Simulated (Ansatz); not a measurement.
```xyz
4

C    -0.0825   -0.0496   -0.4961
C    -0.0636   -0.0352    0.8395
H    -0.0738   -0.9706   -0.9814
H    -0.0045    0.9531   -1.0383
```

Basis set: 6-31G (spherical functions). Correlated methods keep 2 orbitals frozen. Charge 0, multiplicity 1.

Computed with Ansatz (development build ahead of 0.2.0); each method stands on the lowest determinant of its kind that the runs found. Restricted open shells among the atoms or ions are ROHF, correlated in semicanonical orbitals with singles.

The atomization energy at this shape (free ground-state atoms in the same class of orbitals less the molecule, no zero-point energy) of singlet C2H2:

| method | atomization energy |
| --- | --- |
| RHF | 995.4 kJ/mol |

(1) What does RHF-MP2 give?

## Answers

(1) 1278.3 kJ/mol.

This basis has no polarisation functions and is too small for such energies, which can lie far from measured ones in either direction.
